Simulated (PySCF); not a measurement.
Al(Me)(SiH3)2 (CH9AlSi2), SMILES [CH3][Al]([SiH3])[SiH3].

The structure is a stationary point at ωB97X-D3(BJ)/def2-SVP. The structure was generated by enumeration; whether it is a known compound was not checked.

Two levels are set side by side: PBE/def2-TZVP (PySCF) and PBE0/def2-TZVP (PySCF). Same geometry, gas phase. Differences are taken from unrounded values.

| quantity | PBE |
|---|---|
| orbital gap (eV) | 3.26 |
| highest occupied level (eV) | -6.05 |
| lowest empty level (eV) | -2.79 |
| dipole moment (D) | 1.30 |
| mean polarisability (bohr³) | 110.7 |

Problem. These are the PBE values. What does PBE0 give? (An estimate is asked for; the answer gives what the named calculation found.)

Solution. 
```tsv
quantity	PBE0	PBE minus PBE0
orbital gap (eV)	5.01	-1.75
highest occupied level (eV)	-7.06	1.01
lowest empty level (eV)	-2.05	-0.74
dipole moment (D)	1.30	0.00
mean polarisability (bohr³)	106.4	4.4
```

Without exact exchange PBE keeps part of each electron's self-repulsion, which lifts occupied levels and narrows the gap. PBE's more diffuse valence density responds more strongly to a field. Differences between two approximate levels are no errors against the true value.

Rough cost on one machine, each run with all the roots and properties that it gave: PBE0 against PBE within a factor of 2.
